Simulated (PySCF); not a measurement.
**Structure from NMR data**

The spectra below were simulated for a compound C₅H₈O₄Si.

1H NMR (300 MHz, computed): δ 9.21 (s, 1H), 6.07 (br s, 1H), 5.48 (br s, 1H), 5.26 (s, 2H), 3.87 (s, 3H).

13C{1H} NMR (computed): δ 198.0 (CH), 191.4 (C), 161.9 (C), 118.8 (CH2), 52.2 (CH3).

- NMR shieldings at PBE0/pcSseg-1/GIAO
- geometry: GFN2-xTB
- code: PySCF
- no solvent, single conformer, no relativistic terms, fast rotation and ring inversion assumed for equivalent nuclei

References, each an isolated molecule treated in the same way: 1H, 13C vs TMS.

Task: Deduce the structure.

Result: 
1. The formula gives 3 degrees of unsaturation (no ring in the answer).
2. 5 carbon signals for 5 carbons: no two carbons are equivalent.
3. Carbon types of the structure: 2 × C, 1 × CH, 1 × CH2, 1 × CH3, leaving 2 H on heteroatoms.
4. δC 198.0: aldehyde carbonyl carbon; low-lying n→π* states of the double bond to the heteroatom give a large paramagnetic term (-261 ppm).
5. δC 191.4: carbonyl carbon.
6. δC 161.9: alkene carbon bearing oxygen; an sp2 carbon further deshielded by the attached heteroatom.
7. δC 118.8: β carbon of a C=C–C=O unit.
8. δC 52.2: methyl carbon bonded to O; pulled downfield by the heteroatom.
9. δH 9.21: hydrogen on an aldehyde carbonyl carbon; the formyl region, downfield of aromatic protons.
10. δH 3.87: hydrogen on a methyl carbon bonded to O; its carbon carries O, which withdraws density.

These data were computed for `C=C(C=O)O[SiH2]C(=O)OC`.

The data come from this structure; uniqueness wasn't tested.

Shifts are as computed. Against solution values, carbons near 30 ppm lie about +3 ppm off and those near 130 ppm about +5 ppm. Of 1309 compounds with measured shifts, 239 miss one by over three times the rms of a fit or turn the order of signals round; such compounds aren't used in these exercises. No couplings were computed; multiplicities are counted from neighbouring protons, with m where these are inequivalent, close in shift, in a saturated or five-membered ring or joined by F or P, and br s for small geminal =CH2 splittings.
